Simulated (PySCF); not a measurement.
Atoms are numbered as in `[O:1]=[CH:2][NH:3][C@@H:4]1[CH:5]=[CH:6][C@@H:7]1[N:8]([SiH3:9])[SiH3:10]`; H(Xn) means a hydrogen on atom n.

- GFN2-xTB geometry
- shielding tensors at PBE0/pcSseg-1 (GIAO)
- program: PySCF 2.14
- relativity neglected, averaged over atoms made equivalent by symmetry, fast rotation or ring inversion, no solvent model, a single conformation

Chemical shifts δ = σref − σ; TMS for ¹³C (186.93 ppm), all at this level.

Do the ¹³C shifts follow the atomic charges (in e)? Tabulate both.

Answers


```csv
atoms,hybridisation,δ (ppm),σ para (ppm),Hirshfeld,IAO,Mulliken,ESP-fitted
C2,sp2,161.5,-219,+0.13,+0.31,+0.42,+0.44
C5,sp2,154.3,-222,-0.04,-0.14,-0.01,-0.33
C6,sp2,150.3,-221,-0.04,-0.17,-0.11,-0.17
C7,sp3,65.3,-122,+0.01,-0.02,+0.09,-0.07
C4,sp3,55.7,-117,+0.01,-0.04,-0.01,+0.31
```

Correlation coefficients of δ with charge over these carbons: Hirshfeld +0.11, IAO +0.15, Mulliken +0.24, ESP-fitted -0.20; with the paramagnetic shielding -1.00. With so few points, grouped by hybridisation, these coefficients are fragile. Charge is one influence among several: hybridisation and low-lying excitations act through the paramagnetic term.

Shifts are as computed. Against solution values, carbons near 30 ppm lie about +3 ppm off and those near 130 ppm about +5 ppm. Of 1211 compounds with measured shifts, 218 miss one by over three times the rms of a fit or turn the order of signals round; such compounds aren't used in these exercises. Hydrogen bonding in solution deshields acid and N–H amide carbonyl carbons by as much as 10 ppm beyond these values.
